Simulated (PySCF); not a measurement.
Run record for `O=CC#CC[SiH3]`: revPBE/def2-SVPD, damping 0.3 at the start, DIIS from the seventh cycle, TDA, 3 singlets.

Method: TDA revPBE/def2-SVPD, vertical, gas phase, core orbitals frozen in the response (PySCF 2.14.0, density-fitted response routines). Geometry: GFN2-xTB. A driver script takes a list of jobs; this job's settings line and coordinates (Å) are shown.

Command:
```bash
OMP_NUM_THREADS=1 python probes_run.py task.json out
```

Input:
```
{"job": {"kind": "uv", "xc": "revPBE", "basis": "def2-SVPD", "nstates": 3, "ntriplets": 2, "tda": true, "scf": {"damp": 0.3}}, "charge": 0, "multiplicity": 1}
O      3.530905    -0.160601     1.405678
C      2.939790     0.289607     0.455872
C      1.628942    -0.065566     0.047733
C      0.516347    -0.395222    -0.289483
C     -0.815001    -0.736625    -0.675783
Si    -2.086724     0.408879     0.204161
H      3.399556     1.056269    -0.203727
H     -1.014434    -1.775649    -0.407798
H     -0.922057    -0.636542    -1.757513
H     -3.409821    -0.027631    -0.247026
H     -1.941973     0.255327     1.649060
H     -1.824331     1.787070    -0.207200
```

Output:
```
damping 0.30 in the first 6 cycles
final grid: 100200 points
cycle   1  E = -520.1499244986  dE =  6.593e-01  |g| = 8.149e-01  |ddm| = 8.127e+00
cycle   2  E = -519.8925224036  dE =  2.574e-01  |g| = 1.368e+00  |ddm| = 3.606e+00
cycle   3  E = -519.5651587072  dE =  3.274e-01  |g| = 1.848e+00  |ddm| = 3.956e+00
cycle   4  E = -515.9277285685  dE =  3.637e+00  |g| = 3.377e+00  |ddm| = 7.221e+00
cycle   5  E = -499.7564296661  dE =  1.617e+01  |g| = 6.486e+00  |ddm| = 2.243e+01
cycle   6  E = -450.1147312197  dE =  4.964e+01  |g| = 1.163e+01  |ddm| = 7.241e+01
cycle   7  E = -362.3124276444  dE =  8.780e+01  |g| = 1.881e+01  |ddm| = 2.065e+02
cycle   8  E = -482.0766822500  dE = -1.198e+02  |g| = 5.486e+00  |ddm| = 2.127e+02
cycle   9  E = -455.2333668195  dE =  2.684e+01  |g| = 1.275e+01  |ddm| = 6.346e+01
cycle  10  E = -469.9969200422  dE = -1.476e+01  |g| = 9.793e+00  |ddm| = 3.940e+01
... (11 lines left out)
cycle  22  E = -520.0116814280  dE =  3.166e-02  |g| = 1.100e+00  |ddm| = 2.448e+00
cycle  23  E = -520.2690437718  dE = -2.574e-01  |g| = 3.275e-01  |ddm| = 1.671e+00
cycle  24  E = -520.2926229321  dE = -2.358e-02  |g| = 1.202e-01  |ddm| = 8.571e-01
cycle  25  E = -520.2955447566  dE = -2.922e-03  |g| = 6.085e-02  |ddm| = 2.783e-01
cycle  26  E = -520.2962793403  dE = -7.346e-04  |g| = 2.858e-02  |ddm| = 1.404e-01
cycle  27  E = -520.2964782099  dE = -1.989e-04  |g| = 4.478e-03  |ddm| = 5.228e-02
cycle  28  E = -520.2964840871  dE = -5.877e-06  |g| = 6.172e-04  |ddm| = 1.354e-02
cycle  29  E = -520.2964841978  dE = -1.107e-07  |g| = 1.959e-04  |ddm| = 1.896e-03
cycle  30  E = -520.2964842102  dE = -1.239e-08  |g| = 3.183e-05  |ddm| = 5.648e-04
cycle  31  E = -520.2964842105  dE = -3.107e-10  |g| = 6.221e-06  |ddm| = 9.834e-05
converged SCF energy = -520.2964842105

Static polarisability (au): isotropic 85.899, principal 63.150 65.276 129.271

Singlet excitations
state   eV       nm        f      main configurations
  1   3.5232    351.9   0.00022   H->L 1.00
  2   4.3691    283.8   0.00018   H-2->L 1.00
  3   5.2486    236.2   0.15526   H->L+1 0.53, H-1->L 0.36

Triplet excitations (Tamm-Dancoff, eV): 2.9603 3.6822
```

H and L stand for HOMO and LUMO; the number after each pair is its weight.

Question: Give S1 in cm⁻¹ and kJ/mol.

Answer: 3.5232 eV × 8065.54 = 28417 cm⁻¹; × 96.485 = 339.9 kJ/mol.

Question: Give the mean polarisability as a volume in Å³, and the ratio of the largest to the smallest principal value.

Answer: 85.899 au × 0.148185 = 12.73 Å³; 129.271/63.150 = 2.05.

In short: SCF converged in 31 cycles with 175 basis and 657 fitting functions; HOMO -5.98 eV, LUMO -2.68 eV; lowest singlet 3.52 eV; lowest triplet 2.96 eV (Tamm–Dancoff); mean polarisability 85.9 au.

Time: 45 s of wall time (grids of density and orbitals included); peak memory 0.61 GiB. Hardware: Arm Neoverse V1, one thread, no GPU, shared host with 32 logical CPUs at a one-minute load of 10.
